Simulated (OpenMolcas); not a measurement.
# d1 ions of charge +4 down a group with 4 iodide ligands in tetrahedral coordination

```yaml
Program: OpenMolcas
Method: CASSCF
Spin-orbit_coupling: RASSI with atomic mean-field integrals over the reference wave functions
```

The d shell is active. Anionic complexes are neutralised by point charges behind the ligands. Distances were set from a Shannon-type radius of the metal (high-spin where two are listed) plus a fixed donor radius (I 2.13 Å). Ligand basis ANO-RCC-VDZP, DKH2 Hamiltonian. States (labels of Td). Energies in cm-1 above the lowest state or level, χT in cm3 K/mol; 10Dq is the gap between the two states; 10Dq is negative for this site. Spin-only χT is S(S+1) / 2 for the spin of the ground state.

```tsv
Ion	Shell	R (Å)	Metal basis	Ground state	First state of that spin	10Dq	First gap with spin-orbit (degeneracies)	χT at 300 K	Spin-only χT
V4+	3d1	2.58	ANO-RCC-VDZP	2E	2T2 6219	-6219	5453 (4, 2)	0.399	0.375
Nb4+	4d1	2.68	ANO-RCC-VDZP	2E	2T2 7593	-7593	7028 (4, 2)	0.348	0.375
Ta4+	5d1	2.68	ANO-RCC-VDZP	2E	2T2 7293	-7293	8201 (4, 2)	0.189	0.375
```

|10Dq| changes by factors of 7593 / 6219 = 1.22 from V4+ to Nb4+, 7293 / 7593 = 0.96 from Nb4+ to Ta4+.

χT departs most from the spin-only value for Ta4+, by -0.186 cm3 K/mol.

An orbital doublet at a regular site is open to a Jahn-Teller distortion, which this geometry leaves out. Ligand-to-metal charge-transfer states are missing. The least metal-like active orbital is 75 % on the metal (Löwdin) and no ligand orbital is active, so the numbers are rough (holds for V4+). This ion would oxidise such ligands; the complex is a model and need not exist (holds for V4+). With metal d orbitals alone and no dynamic correlation the field as a rule comes out too small, by tens of per cent, by up to half for chloride and softer ligands (holds for V4+). The least metal-like active orbital is 70 % on the metal (Löwdin) and no ligand orbital is active, so the numbers are rough (holds for Nb4+). With metal d orbitals alone the field can be off either way by tens of per cent (holds for Nb4+; Ta4+). The least metal-like active orbital is 68 % on the metal (Löwdin) and no ligand orbital is active, so the numbers are rough (holds for Ta4+). No measured value stands beside these numbers; the geometry was imposed, not optimised, and the real ion may take another.
